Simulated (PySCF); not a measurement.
PySCF input file for C₅H₇F, SMILES [C@@H]1(C=CCC1)F, PBE/pcSseg-1. Geometry: PBE-D3(BJ)/def2-SVP. The structure was generated by enumeration; whether it is a known compound was not checked. The values are those of a single conformer.

```python
import numpy as np
from pyscf import gto, scf, dft
from pyscf.prop.nmr import rks as nmr

mol = gto.M(
    atom='''
    F    -1.77474234    0.64680134    0.73368658
    C    -0.77707658    0.38766890   -0.21204548
    C     0.51412476    1.09795547    0.10481510
    C     1.56980891    0.26904901   -0.00989765
    C     1.15380675   -1.12735518   -0.40635871
    C    -0.38089605   -1.10262502   -0.21510313
    H    -1.18922485    0.72513977   -1.19363559
    H     0.55081457    2.17151973    0.34185033
    H     2.62217857    0.56351454    0.12602091
    H     1.66065650   -1.91659982    0.18867815
    H     1.42897688   -1.32408309   -1.46774508
    H    -0.64357454   -1.48420450    0.79290020
    H    -0.93575303   -1.70465791   -0.95970877
    ''',
    basis='pcSseg-1',
    charge=0,
    spin=0,
    max_memory=1600,
    verbose=3,
)
mf = dft.RKS(mol, xc='pbe')
mf.grids.level = 3
mf.conv_tol = 1e-10
mf.max_cycle = 100
mf.kernel()
n = nmr.NMR(mf)
n.verbose = 2
n.max_cycle_cphf = 60
sigma = n.kernel()
print('atom   isotropic/ppm   span/ppm')
for i, s in enumerate(sigma):
    w = np.linalg.eigvalsh((s + s.T) / 2)
    print(f'{mol.atom_symbol(i):2s}{i + 1:3d} {w.mean():14.3f} {w[2] - w[0]:11.3f}')
```

It prints:

```
converged SCF energy = -294.177323538259
atom   isotropic/ppm   span/ppm
F   1        343.619      80.890
C   2         72.964      92.053
C   3         37.957     191.171
C   4         36.063     208.578
C   5        141.872      41.998
C   6        142.321      51.520
H   7         25.040       4.806
H   8         24.891       3.129
H   9         24.936       2.707
H  10         28.432       9.729
H  11         28.585       9.510
H  12         29.142       8.666
H  13         28.655       8.577
```

Self-consistency was reached.
